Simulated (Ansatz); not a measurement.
Total energies of the cluster Ni₂H (the lowest doublet isomer of a short search) from Ansatz at PBE-D4/def2-TZVP, gas phase (1 Eh = 27.2114 eV = 2625.5 kJ/mol). The reference geometry is relaxed at r2SCAN-D4/def2-TZVP.

```xyz
3

Ni   -0.8996    0.2633    0.6683
Ni    1.1093   -0.3038    0.0495
H    -0.2097    0.0405   -0.7178
```

| state | geometry | energy (Eh) |
| --- | --- | --- |
| charge 0 doublet | reference | -3016.77537 |
| charge 1 triplet | reference | -3016.51488 |
| charge 0 quartet | relaxed at r2SCAN-D4/def2-TZVP | -3016.75110 |
| free Ni atom (triplet) | – | -1508.03861 |
| free H atom (doublet) | – | -0.49962 |

Q: Work out the vertical ionisation energy to the triplet.

A: E(charge 1 triplet) − E(charge 0 doublet) = -3016.51488 − (-3016.77537) = 0.26049 Eh = 7.09 eV. For comparison, −ε of the highest occupied level of the spin that leaves is 3.53 eV at this level, 3.56 eV less.

Q: Which of the charge 0 states is lowest, and how far above it are the others?

A: The doublet. quartet: -3016.75110 − (-3016.77537) = 0.02427 Eh = 63.7 kJ/mol. The quartet differs in its bonds from the reference.

Q: What is the binding energy per atom against free atoms?

A: Atoms: 2 × (-1508.03861) + 1 × (-0.49962) = -3016.57684 Eh. Binding: -3016.57684 − (-3016.77537) = 0.19853 Eh = 5.40 eV, or 1.80 eV for each of 3 atoms (no zero-point energy, no counterpoise term).

The structure comes from a short search, and lower isomers may exist.
